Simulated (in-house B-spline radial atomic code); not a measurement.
A calculation on Mn XI (Mn10+): its settings, and results tabulated from the run. All numbers are computed (scalar-relativistic (X2C) LDA exchange-only, spin-polarised, spherical fractional occupations; Fermi nucleus of rms radius 3.7057 fm) with a B-spline radial code for spherical atoms, not measured.

Command:
```bash
python run_scf.py task.json out
```
Settings (nuclear radius in fm, mass in u):
```
Z                25
configuration    [Ne] 3s2 3p3
hamiltonian      x2c
method           lda,
spin_polarised   True
nucleus          fermi
rms_radius       3.7057
atomic_mass      54.93804
speed_of_light   137.035999084
```

Output (hartree, bohr):
```
 radial grid: 63 intervals, B-splines of order 8, outer radius 6.4486 bohr

 iter        energy (Eh)    residual
    1       -1108.240941    1.23e+00
    2       -1115.124005    2.84e-01
    3       -1115.497778    1.08e-01
    4       -1115.552860    4.08e-02
    5       -1115.561531    1.02e-02
    6       -1115.562098    6.25e-05
    7       -1115.562098    3.15e-06
    8       -1115.562098    4.09e-08

 total energy                     -1115.56210
 kinetic                            1131.0345
 electron-nucleus                  -2526.4238
 Hartree                             320.7828
 exchange-correlation                -40.9556

 orbital      occ     eigenvalue          <r>       <r^2>       <1/r>       r_max
 1s up      1.000      -244.9787    0.0607176  0.00497004     25.1912     0.03961
 1s down    1.000      -244.8979    0.0607064  0.00496824     25.1954     0.03961
 2s up      1.000       -36.5081     0.278575   0.0916236     5.36458      0.2324
 2s down    1.000       -36.4236      0.27813   0.0912657     5.36957      0.2325
 2p up      3.000       -32.4323     0.245773    0.074186     5.22653      0.1876
 2p down    3.000       -32.3312     0.245488   0.0739412     5.22844      0.1878
 3s up      1.000       -11.0583     0.754349    0.647582     1.91019      0.6916
 3s down    1.000       -10.7205     0.758116    0.654829     1.90009      0.6918
 3p up      3.000        -9.8512     0.757705    0.661769     1.81949      0.6866

 Slater integrals (Eh)
   F0(3s up,3s up)               1.190293
   F0(3s up,3s down)             1.187434
   F0(3s up,3p up)               1.187725
   G1(3s up,3p up)               0.787286
   F0(3s down,3s down)           1.184594
   F0(3s down,3p up)             1.184873
   F0(3p up,3p up)               1.186861
   F2(3p up,3p up)               0.602810
```

Cost of the run: 0.19 s on 1 thread of Arm Neoverse V1, on a shared host.
